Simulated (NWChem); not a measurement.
# ZnNH₂I; SMILES [NH2][Zn][I]

```xyz
5

Zn     0.1528    -1.1871     0.0038
I     -0.1452     1.2242     0.0011
N      0.5197    -2.9692     0.0082
H      0.2768    -3.4843    -0.8351
H      0.1678    -3.5033     0.7998
```
Atoms are numbered in this order, from 1.

All runs: NWChem. Structure relaxed at the PBE0/def2-SVP level. def2 effective core potentials on I; no spin-orbit coupling. Static field.

Task: Estimate the computed values for LDA (Slater exchange, VWN5)/def2-SVPD. Quantities: isotropic polarisability (bohr³); anisotropy (bohr³).

Result: The isotropic polarisability (bohr³) comes out as 73.1 and the anisotropy (bohr³) is 44.4.
